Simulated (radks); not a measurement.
Results of a calculation; reference values are marked as such.
Species: S4+. Configuration: [Ne] 3s2.

Code: a radial shooting solver on a logarithmic mesh with Libxc functionals. Model: scalar-relativistic Kohn-Sham, PBE, spin-unpolarised, spherical densities, finite nucleus; Fermi nuclear charge, rms radius 3.2611 fm.

Energy parts (eV):
| part | energy |
|---|---|
| total | -10743.691 |
| kinetic | 10787.915 |
| electron-nucleus | -24906.681 |
| Hartree | 4025.836 |
| exchange-correlation | -650.761 |

Orbitals (lengths in bohr, moments of r in powers of bohr; <r^-3> diverges for s and p1/2; r(max) is where P^2 peaks):
\begin{tabular}{lrrrrrr}
orbital & occ. & eigenvalue (eV) & r(max) & <r^4> & <r^2> & <r^-3> \\ \hline
1s & 2 & -2468.004 & 0.06329 & 0.0004121 & 0.01263 & - \\
2s & 2 & -271.1296 & 0.3875 & 0.1322 & 0.2705 & - \\
2p & 6 & -216.1877 & 0.3248 & 0.1242 & 0.2410 & 82.24 \\
3s & 2 & -65.9265 & 1.309 & 9.195 & 2.451 & - \\
3p & 0 & -53.4510 & 1.390 & 12.98 & 2.865 & 9.861 \\
3d & 0 & -36.3390 & 1.479 & 23.45 & 3.684 & 0.6822 \\
4s & 0 & -27.3663 & 3.039 & 173.9 & 11.12 & - \\
\end{tabular}

The highest occupied level is 3s at -65.926 eV. For comparison, the ionisation energy in NIST's Atomic Spectra Database is 72.595 eV (measured). In exact Kohn-Sham theory the highest level is minus the ionisation energy, but local and semilocal functionals leave it too shallow, through self-interaction and a potential that decays too fast; potentials with the right tail come closer. The density falls to 0.001 e/bohr^3 at r = 2.80 bohr. Summed over all electrons, <r^2> = 6.914 bohr^2, which gives a Langevin (diamagnetic) susceptibility term of -5.48 x 10^-6 cm^3/mol.
